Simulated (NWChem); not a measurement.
System: 1,3-cyclohexadiene (C6H8); SMILES C1C=CC=CC1

Here is an NWChem input.

```
start job
memory heap 200 mb stack 900 mb global 1100 mb
geometry units angstroms noautosym nocenter noautoz
  C     -0.068952    -1.419502    -0.108286
  C     -0.111053    -0.722901    -1.257063
  C      0.111053     0.722901    -1.257063
  C      0.068952     1.419502    -0.108286
  C     -0.242615     0.724204     1.187310
  C      0.242615    -0.724204     1.187310
  H     -0.198226    -2.506110    -0.111182
  H     -0.289545    -1.230330    -2.209293
  H      0.289545     1.230330    -2.209293
  H      0.198226     2.506110    -0.111182
  H     -1.341533     0.749542     1.337213
  H      0.186641     1.270768     2.041351
  H     -0.186641    -1.270768     2.041351
  H      1.341533    -0.749542     1.337213
end
basis spherical
  C library pcsseg-1
  H library pcsseg-1
end
dft
  xc xpbe96 cpbe96
  iterations 150
end
property
  shielding 7 1 2 5 7 8 11 12
  efieldgrad
end
task dft property
```

Output (shortened):

```
             Northwest Computational Chemistry Package (NWChem) 7.3.0
             --------------------------------------------------------

                             Geometry "geometry" -> ""
                             -------------------------

 Output coordinates in angstroms (scale by  1.889725989 to convert to a.u.)

  No.       Tag          Charge          X              Y              Z
 ---- ---------------- ---------- -------------- -------------- --------------
    1 C                    6.0000    -0.06895200    -1.41950200    -0.10828600
    2 C                    6.0000    -0.11105300    -0.72290100    -1.25706300
    3 C                    6.0000     0.11105300     0.72290100    -1.25706300
    4 C                    6.0000     0.06895200     1.41950200    -0.10828600
    5 C                    6.0000    -0.24261500     0.72420400     1.18731000
    6 C                    6.0000     0.24261500    -0.72420400     1.18731000
    7 H                    1.0000    -0.19822600    -2.50611000    -0.11118200
    8 H                    1.0000    -0.28954500    -1.23033000    -2.20929300
    9 H                    1.0000     0.28954500     1.23033000    -2.20929300
   10 H                    1.0000     0.19822600     2.50611000    -0.11118200
   11 H                    1.0000    -1.34153300     0.74954200     1.33721300
   12 H                    1.0000     0.18664100     1.27076800     2.04135100
   13 H                    1.0000    -0.18664100    -1.27076800     2.04135100
   14 H                    1.0000     1.34153300    -0.74954200     1.33721300

 Effective nuclear repulsion energy (a.u.)     219.0857028608

  pbe96 is a nonlocal functional; adding pw91lda local functional.
                              NWChem Property Module
                              ----------------------

  itol2e modified to match energy
  convergence criterion.

                                 NWChem DFT Module
                                 -----------------

 Summary of "ao basis" -> "ao basis" (spherical)
 ------------------------------------------------------------------------------
       Tag                 Description            Shells   Functions and Types
 ---------------- ------------------------------  ------  ---------------------
 C                          pcsseg-1                 7       17   3s3p1d
 H                          pcsseg-1                 3        5   2s1p

  itol2e modified to match energy
  convergence criterion.

[...]

          -----------------------------------------
          Chemical Shielding Tensors (GIAO, in ppm)
          -----------------------------------------

                                NWChem CPHF Module
                                ------------------

  scftype          =     RHF
  nclosed          =       22
  nopen            =        0
  variables        =     2640
  # of vectors     =        3
  tolerance        = 0.10D-03
  level shift      = 0.00D+00
  max iterations   =       50
  max subspace     =       30

 SCF residual:    5.0798769698135581E-005

Iterative solution of linear equations
  No. of variables     2640
  No. of equations        3
  Maximum subspace       30
        Iterations       50
       Convergence  1.0D-04

   iter   nsub   residual    time
   ----  ------  --------  ---------
     1      3    2.94D-05     139.4

      Atom:    1  C
        Diamagnetic
    237.5648      2.0753      3.8890
      2.0753    257.2894      0.7530
      3.8890      0.7530    267.1422

        Paramagnetic
    -92.4298    -18.9187    -26.8469
    -18.9187   -294.4872    -33.2080
    -26.8469    -33.2080   -231.4878

        Total Shielding Tensor
    145.1350    -16.8433    -22.9579
    -16.8433    -37.1978    -32.4550
    -22.9579    -32.4550     35.6545

           isotropic =      47.8639
          anisotropy =     153.7011

          Principal Components and Axis System
                 1           2           3
              150.3313    -52.4874     45.7477

      1         0.9819      0.1215      0.1450
      2        -0.0570      0.9208     -0.3859
      3        -0.1805      0.3707      0.9111

      Atom:    2  C
        Diamagnetic
    235.9669      3.4689      1.6544
      3.4689    264.9794     -4.5840
      1.6544     -4.5840    258.2471

        Paramagnetic
    -87.4923    -33.2164    -26.3589
    -33.2164   -275.9474    -51.4023
    -26.3589    -51.4023   -250.2639

        Total Shielding Tensor
    148.4746    -29.7475    -24.7044
    -29.7475    -10.9680    -55.9863
    -24.7044    -55.9863      7.9832

           isotropic =      48.4966
          anisotropy =     160.4609

          Principal Components and Axis System
                 1           2           3
              155.4705    -65.2699     55.2891

      1         0.9840      0.1780     -0.0031
      2        -0.1381      0.7519     -0.6446
      3        -0.1124      0.6347      0.7645

      Atom:    3  C
        Diamagnetic
    238.1412     -1.8913     -1.8937
     -1.8913    253.6771     -5.4085
     -1.8937     -5.4085    248.3394

        Paramagnetic
    -78.3727      0.5804     -5.3290
      0.5804   -105.3057     -4.0921
     -5.3290     -4.0921    -95.6973

        Total Shielding Tensor
    159.7685     -1.3109     -7.2227
     -1.3109    148.3713     -9.5006
     -7.2227     -9.5006    152.6422

           isotropic =     153.5940
          anisotropy =      17.8029

          Principal Components and Axis System
                 1           2           3
              165.4626    156.1245    139.1950

      1         0.7248     -0.6326      0.2730
      2         0.2914      0.6405      0.7105
      3        -0.6243     -0.4354      0.6486

      Atom:    4  H
        Diamagnetic
     22.8464      2.2022      0.4206
      2.2022     42.4712     -0.1700
      0.4206     -0.1700     26.8448

        Paramagnetic
      0.9620     -1.8602     -0.4618
     -1.8602    -17.2303      0.0230
     -0.4618      0.0230      0.1259

[...]
```

Level: PBE/pcSseg-1, GIAO. The geometry was optimised at PBE0/def2-SVP. NWChem prints the field gradient with the sign opposite to the second derivative of the potential. The output numbers the shielded atoms by their place in the input's list. The printed shielding anisotropy is the first printed principal value minus the mean of the other two.
